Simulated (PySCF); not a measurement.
CH7GaO, singlet, CAM-B3LYP/def2-SVP optimised geometry.

```
10

Ga    -0.70    -0.67     0.00
H     -1.48    -0.94    -1.35
H     -1.48    -0.94     1.35
C      1.27    -0.67     0.00
H      1.68    -0.18     0.90
H      1.68    -0.16    -0.89
H      1.64    -1.70    -0.01
O     -1.14     1.47     0.00
H     -1.68     1.70     0.77
H     -1.67     1.70    -0.78
```

Density from PySCF with CAM-B3LYP/def2-TZVP at that geometry.

Minimum of the electron density along straight lines between bonded atoms, close to the bond critical point (lines longer than 1.1 times the sum of covalent radii, or with two minima, are not listed):

```
bond    length / Å  ρ at the minimum / e bohr⁻³  ∇²ρ there / e bohr⁻⁵  position (fraction from the first atom)
------  ----------  ---------------------------  --------------------  ---------------------------------------
Ga1–H2       1.583                        0.110                  0.16                                     0.60
Ga1–H3       1.583                        0.111                  0.16                                     0.60
Ga1–C4       1.973                        0.114                     ?                                     0.48
C4–H5        1.100                        0.267                 -0.87                                     0.64
C4–H6        1.100                        0.267                 -0.87                                     0.64
C4–H7        1.102                        0.265                 -0.86                                     0.64
O8–H9        0.968                        0.352                 -2.43                                     0.81
O8–H10       0.968                        0.352                 -2.43                                     0.81
```

Task: Complete the blanks.

Result: 
- Ga1–C4, ∇²ρ there / e bohr⁻⁵: 0.20
